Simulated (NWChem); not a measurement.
Molecule: NbCl5; SMILES [Cl][Nb]([Cl])([Cl])([Cl])[Cl]

No frequency run checked for a minimum. def2 effective core potentials on Nb; no spin-orbit coupling.

**Question.** Give the equilibrium geometry at PBE-D3(BJ)/def2-SVP with def2 effective core potentials on Nb (NWChem) as a list of bonds and angles, with the point group.

**Answer.** point group D3h; any orientation.
Bond lengths (Å): Nb1–Cl2 2.289, Nb1–Cl3 2.336, Nb1–Cl4 2.336, Nb1–Cl5 2.289, Nb1–Cl6 2.289. Bond angles (°): Cl2–Nb1–Cl3 90.0, Cl2–Nb1–Cl4 90.0, Cl2–Nb1–Cl5 120.0, Cl2–Nb1–Cl6 120.0, Cl3–Nb1–Cl4 180.0, Cl3–Nb1–Cl5 90.0, Cl3–Nb1–Cl6 90.0, Cl4–Nb1–Cl5 90.0, Cl4–Nb1–Cl6 90.0, Cl5–Nb1–Cl6 120.0.
